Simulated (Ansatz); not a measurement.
C2H6BrNZn (`C[N](C)[Zn][Br]`), relaxed with RKS PBE0-D4/def2-TZVP in Ansatz from a GFN2-xTB geometry. The force threshold is 0.005 eV/Å; the program also tests the step.

The species carries charge 0 and has multiplicity 1.

Start:

```xyz
11

C    -1.032    0.080   -0.695
N     0.034    0.027    0.285
C     0.984   -1.010   -0.060
Zn    0.582    1.696    0.974
Br   -0.258    2.866    2.759
H    -1.732    0.882   -0.450
H    -1.577   -0.869   -0.661
H    -0.666    0.221   -1.722
H     0.460   -1.972   -0.054
H     1.426   -0.874   -1.057
H     1.780   -1.047    0.682
```

**Question.** How much energy does the relaxation release, and in how many steps? (An estimate is asked.)

**Answer.** Ansatz gave: 0.53 eV, in 13 steps, 1 of them rejected.

**Question.** Which bonds change most? (An estimate is asked.)

**Answer.** Computed: N2–Zn4 from 1.886 to 1.803 Å; Zn4–Br5 from 2.294 to 2.229 Å; C1–N2 from 1.450 to 1.438 Å; N2–C3 from 1.447 to 1.438 Å.

**Question.** Give the relaxed structure. (Estimate.)

**Answer.** The calculation gave: 
```xyz
11

C    -1.070    0.023   -0.823
N     0.011    0.124    0.120
C     0.991   -0.916   -0.044
Zn    0.125    1.415    1.373
Br    0.266    3.011    2.922
H    -1.802    0.821   -0.682
H    -1.607   -0.934   -0.727
H    -0.712    0.088   -1.863
H     0.550   -1.917    0.089
H     1.445   -0.895   -1.047
H     1.803   -0.821    0.682
```
